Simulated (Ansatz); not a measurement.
Born–Oppenheimer molecular dynamics of FH7O2Si (11 atoms, charge 0, multiplicity 1). It starts from a rough guess of a transition structure, not a stationary point.

Theory: Ansatz 0.2.0, UKS B3LYP/6-31G.

```yaml
ensemble: NVE (velocity Verlet)
time_step: 0.5 fs
steps_asked: 150
starting_velocities_drawn_for: 100 K
seed: 414765
```

First frame:

```xyz
11
Properties=species:S:1:pos:R:3
Si -0.403 0.395 -1.339
F -0.200 -1.395 -0.462
H 0.638 -0.193 -2.169
H -1.769 0.175 -0.888
H -0.477 1.779 -1.870
H 0.461 0.157 1.260
O 0.515 1.078 0.379
H 0.040 -1.390 0.717
O 0.302 -0.946 1.879
H 1.439 1.207 0.180
H -0.548 -0.868 2.314
```

How far do the bonds stretch over the last three quarters of this one trajectory? (Pairs bonded in most of those frames.)


```
  bond  mean (Å)  spread (Å)  shortest  longest
Si1–F2     1.897       0.040      1.76     1.97
Si1–H3     1.514       0.038      1.45     1.57
Si1–H4     1.513       0.035      1.45     1.56
Si1–H5     1.552       0.047      1.47     1.63
Si1–O7     1.947       0.131      1.80     2.19
 H6–O7     1.125       0.125      0.97     1.36
O7–H10     0.979       0.026      0.93     1.02
 H8–O9     1.052       0.065      0.94     1.19
O9–H11     0.973       0.021      0.94     1.01
```

Mean temperature of the second half: 615 K. The conserved energy stayed within 0.27 meV per atom of its start (net change -0.24 meV per atom), so the integration is sound. The system heated up, since it started high on the potential surface and ran downhill. A run of 0.075 ps of so small a system gives no equilibrium averages. The orbitals stay closed-shell, which can raise the energy where a bond breaks towards radicals; this wasn't checked here. Limits of this set-up: no polarisation functions.

Time of the run: 11 min on 1 CPU thread of a shared host.
